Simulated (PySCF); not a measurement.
Pt (platinum, neutral) across methods

[Xe] 4f14 5d9 6s1, high-spin 3D determinant. All numbers are calculated (PySCF 2.14, a scalar-relativistic core potential, in aug-cc-pVTZ-PP with one added diffuse shell each of s, p, d, f, g type with ECP60MDF (7s7p6d4f3g, 113 functions)).

```json
{"method": "M06", "E (hartree)": "-119.3816", "mean ε 5d α (eV)": "-8.166", "mean ε 5d β (eV)": "-7.214", "mean ε 6s α (eV)": "-6.395", "Σ⟨r²⟩ (bohr²)": "52.21", "⟨S²⟩": "2.003"}
{"method": "PBE0", "E (hartree)": "-119.3677", "mean ε 5d α (eV)": "-8.079", "mean ε 5d β (eV)": "-7.066", "mean ε 6s α (eV)": "-6.615", "Σ⟨r²⟩ (bohr²)": "51.87", "⟨S²⟩": "2.001"}
{"method": "PBE", "E (hartree)": "-119.4124", "mean ε 5d α (eV)": "-6.637", "mean ε 5d β (eV)": "-5.697", "mean ε 6s α (eV)": "-5.950", "Σ⟨r²⟩ (bohr²)": "52.34", "⟨S²⟩": "2.001"}
{"method": "UHF", "E (hartree)": "-118.51592", "mean ε 5d α (eV)": "-11.840", "mean ε 5d β (eV)": "-10.574", "mean ε 6s α (eV)": "-7.905", "Σ⟨r²⟩ (bohr²)": "52.06", "⟨S²⟩": "2.004"}
{"method": "LDA", "E (hartree)": "-119.1842", "mean ε 5d α (eV)": "-6.866", "mean ε 5d β (eV)": "-5.973", "mean ε 6s α (eV)": "-6.313", "Σ⟨r²⟩ (bohr²)": "52.51", "⟨S²⟩": "2.000"}
{"method": "PBEsol", "E (hartree)": "-119.2518", "mean ε 5d α (eV)": "-6.646", "mean ε 5d β (eV)": "-5.694", "mean ε 6s α (eV)": "-6.013", "Σ⟨r²⟩ (bohr²)": "52.27", "⟨S²⟩": "2.001"}
{"method": "r2SCAN", "E (hartree)": "-119.4181", "mean ε 5d α (eV)": "-7.248", "mean ε 5d β (eV)": "-5.972", "mean ε 6s α (eV)": "-5.839", "Σ⟨r²⟩ (bohr²)": "52.05", "⟨S²⟩": "2.003"}
```

Estimate the same row for TPSSh.

E (hartree) = -119.3373; mean ε 5d α (eV) = -7.162; mean ε 5d β (eV) = -6.157; mean ε 6s α (eV) = -6.096; Σ⟨r²⟩ (bohr²) = 52.00; ⟨S²⟩ = 2.002.

Energies and moments cover only the electrons outside the core potential. Spin-orbit coupling, absent here, splits the open shell strongly.
